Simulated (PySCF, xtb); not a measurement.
In(Cl)2(Et) (C₂H₅Cl₂In), SMILES C[CH2][In]([Cl])[Cl]. Other conformers were not sampled.

Harmonic wavenumbers (cm⁻¹) from GFN2-xTB (xtb) at its own minimum, in rising order: 28, 47, 71, 85, 198, 212, 275, 299, 406, 634, 904, 960, 1063, 1134, 1196, 1395, 1424, 1469, 1472, 2958, 2961, 2982, 2999, 3003.

**Question.** What does PySCF 2.14.0 with PBE-D3(BJ)/def2-SVP give at its own minimum? (The exact figures need the calculation; the answer reports its results.)

**Answer.** 6, 52, 83, 95, 220, 228, 335, 358, 466, 631, 913, 935, 1031, 1133, 1195, 1348, 1388, 1419, 1420, 2965, 3002, 3046, 3057, 3075. Paired by order, the mean absolute difference is 32 cm⁻¹ and the zero-point energies are 40.3 and 40.6 kcal/mol.
